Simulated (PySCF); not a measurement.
Bi(H)2(Me) (CH5Bi), SMILES [CH3][BiH2].

Geometry optimised at r2SCAN-D4/def2-TZVP. The def2 effective core potentials stand for the cores of Bi; spin–orbit coupling is left out.

Level of theory: IEF-PCM-PBE0/def2-SVP (PySCF 2.14.0).

The values are the electrostatic part of the solvation free energy, E(continuum) − E(gas) at the gas-phase geometry, in a cavity of scaled van der Waals radii (PySCF's table); cavitation and dispersion terms are not included. A continuum can't describe solvent molecules that bind to the metal. In vacuum the orbital gap is 7.19 eV. The dipole moment in vacuum is 0.88 D.

**Question.** Estimate the values in water (ε = 78.36), dichloromethane (ε = 8.93), ethylethanoate (ε = 5.99). (The exact figures need the calculation; the answer reports its results.)

**Answer.** 
| solvent | ε | ΔG(elec) (kcal/mol) | dipole (D) | gap (eV) |
|---|---|---|---|---|
| water | 78.36 | -0.9 | 1.29 | 7.25 |
| dichloromethane | 8.93 | -0.8 | 1.21 | 7.24 |
| ethylethanoate | 5.99 | -0.7 | 1.17 | 7.23 |
